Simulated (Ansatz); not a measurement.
`[NH2][Al]([F])[SH]` + NH₃ → `[NH2][Al]([NH2])[SH]` + H–F  (ligand exchange at the Al–F bond)

Gas-phase electronic energies from Ansatz, PBE0-D4/def2-TZVP geometries. CCSD(T)/CBS adds triple-zeta CCSD(T) − MP2 to the extrapolated MP2 energy (def2 sets, frozen cores). This one scheme is used for every species. Functionals use def2-TZVPP. Each species was taken in one conformer, which may not be the lowest.

`[NH2][Al]([F])[SH]`:

Z-matrix (Å, degrees):
```
N
Al 1 1.752
H 1 1.007 2 124.5
H 1 1.006 2 124.8 3 -180.0
F 2 1.648 1 119.4 3 -0.1
S 2 2.172 1 121.8 3 179.9
H 6 1.345 2 91.8 1 179.9
```

NH₃:

Z-matrix (Å, degrees):
```
N
H 1 1.013
H 1 1.013 2 107.1
H 1 1.013 2 107.1 3 -114.5
```

`[NH2][Al]([NH2])[SH]`:

Z-matrix (Å, degrees):
```
N
Al 1 1.765
H 1 1.006 2 124.9
H 1 1.006 2 124.9 3 -178.3
N 2 1.763 1 121.7 3 171.1
S 2 2.191 1 120.7 3 -8.8
H 5 1.006 2 124.2 1 172.0
H 5 1.006 2 125.5 1 -8.7
H 6 1.344 2 93.0 1 -13.1
```

H–F:

```xyz
2

F    -0.160    0.008   -0.431
H     0.160   -0.008    0.431
```

```csv
level,ΔE (eV)
BLYP-D4,1.09
PBE0-D4,1.02
CAM-B3LYP-D4,1.09
ωB97M-V,1.07
r2SCAN,1.11
BHLYP,1.13
CCSD/def2-SVP,1.17
MP2/def2-QZVPP,1.03
```

What does CCSD(T)/CBS give? (An estimate is asked.)

Ansatz gave: +1.04 eV. The listed levels differ from it by 0.05, -0.02, 0.05, 0.03, 0.07, 0.09, 0.13, -0.01 eV.

Largest T1 diagnostic among the species: 0.011.

At CCSD(T), def2-SVP lies +0.13 eV from the extrapolated value and def2-TZVPP +0.01 eV. Leaving LDA and LC-ωPBE aside and taking each functional with its dispersion term where it has one, the values, not all of them listed here, spread over 0.13 eV, from revPBE-D4 to B97M-V. LDA lies −0.08 eV from PBE without D4. The D4 term adds −0.05 eV with B3LYP and −0.03 eV with PBE0; it sums over pairs of atoms, weighted by their polarisabilities, and B3LYP, whose exchange is more repulsive, gets the larger term.

B3LYP here is the variant with VWN-RPA as its local correlation; programs differ in this.
